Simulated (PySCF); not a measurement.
Below is a simulated gas-phase C 1s photoelectron spectrum of B(CCH)3 (`C#CB(C#C)C#C`).

Every computed line was given a Gaussian of 0.8 eV full width at half maximum and an area set by the number of equivalent atoms; the highest printed point is 100. Method used: delta-SCF UKS SCAN, pcX-2 on the ionised atom, pcseg-1 elsewhere, spin-free X2C in PySCF.

binding energy (eV), intensity and a bar:
```
    289.3          0 
    289.4          1 
    289.5          2 #
    289.6          4 #
    289.7          8 ###
    289.8         16 #####
    289.9         26 ########
    290.0         40 ############
    290.1         57 #################
    290.2         75 ######################
    290.3         90 ###########################
    290.4         99 ##############################
    290.5        100 ##############################
    290.6         93 ############################
    290.7         80 ########################
    290.8         62 ###################
    290.9         45 #############
    291.0         30 #########
    291.1         18 #####
    291.2         10 ###
    291.3          5 ##
    291.4          2 #
    291.5          1 
    291.6          0 
    291.7          0
```

Count the maxima, the lines and the sites behind this envelope.

The curve has 1 maximum (at 290.5 eV). Under it lie 2 lines from 2 inequivalent carbon sites. At this width some lines have no maximum of their own.

Decompose the envelope and assign each component. Bonds: B1–C2, B1–C5, B1–C8, C2–C3, C5–C6, C8–C9. Hydrogens: H4 on C3; H7 on C6; H10 on C9.

```csv
position (eV),relative area,line,atoms,environment
290.41,3,C 1s,C2/C5/C8,carbon bonded to B and C
290.52,3,C 1s,C3/C6/C9,carbon bonded to C and H
```

What are the centre and the root-mean-square width of the whole band?

The area-weighted mean of the lines is 290.46 eV. Their own spread about it is 0.05 eV (rms) and each Gaussian has σ = 0.8/2.355 = 0.34 eV; the variances add, which gives 0.34 eV.

Above which line width would these two lines show one maximum?

Two equal Gaussians merge once their distance is under 2σ = FWHM/1.177. With 0.10 eV between them that is a full width over 0.12 eV.

The 2 C 1s values lie within 0.11 eV of each other; Gaussian lines of 0.5 eV full width would blend them into one maximum.

Shake-up satellites, vibrational structure and lifetime widths aren't simulated. Atoms equivalent by their bonding share one computed value, that of the first of them. The unrestricted hole states depart most from a pure doublet (⟨S²⟩ = 0.75; over 0.85 named) for C 1s of C2/C5/C8 (0.87) and C 1s of C3/C6/C9 (0.86), which makes these values less certain. Isolated species at its PBE0-D3(BJ)/def2-SVP geometry, gas phase.
